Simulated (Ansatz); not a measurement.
Isolated molecules relaxed with PBE0-D4/def2-TZVP in Ansatz; ΔE leaves out vibrations. CCSD(T)/CBS is the MP2 limit (def2-TZVPP, def2-QZVPP) plus CCSD(T) − MP2 in def2-TZVPP, frozen cores. This one scheme is used for every species. DFT in def2-TZVPP. B3LYP here is the variant with VWN-RPA as its local correlation; programs differ in this. For Ge outer-core shells are correlated without core-valence functions, which leaves a few kJ/mol of doubt a bond. Scalar relativity is left out up to krypton. Each species was taken in one conformer, which may not be the lowest.

`O[SiH2][SiH2][GeH3]` + CH₃SH → `C[S][GeH3]` + `O[SiH2][SiH3]`  (cleavage of the Ge–Si bond)

Q: Is it downhill or uphill in electronic energy at CCSD(T)/CBS, and by how much? (An estimate is asked.)

A: Ansatz gave: Downhill: ΔE = -17.4 kJ/mol.

Q: What do these levels give: PBE-D4, r2SCAN-D4, PBE0-D4, B3LYP-D4, ωB97X-V, r2SCAN, PBE0, B3LYP, HF/def2-TZVPP, CCSD/def2-TZVPP, MP2/def2-QZVPP, CCSD/CBS(def2)? (An estimate is asked.)

A: Computed: PBE-D4 -13.1, r2SCAN-D4 -17.5, PBE0-D4 -13.7, B3LYP-D4 -18.0, ωB97X-V -18.5, r2SCAN -18.0, PBE0 -14.7, B3LYP -19.2, HF/def2-TZVPP -27.9, CCSD/def2-TZVPP -17.2, MP2/def2-QZVPP -22.4, CCSD/CBS(def2) -17.2 kJ/mol.

Largest T1 diagnostic among the species: 0.012.

In def2-TZVPP, CCSD(T) changes the Hartree–Fock value by +10.5 kJ/mol (the triples alone add −0.2 kJ/mol) and MP2 by +5.6 kJ/mol.
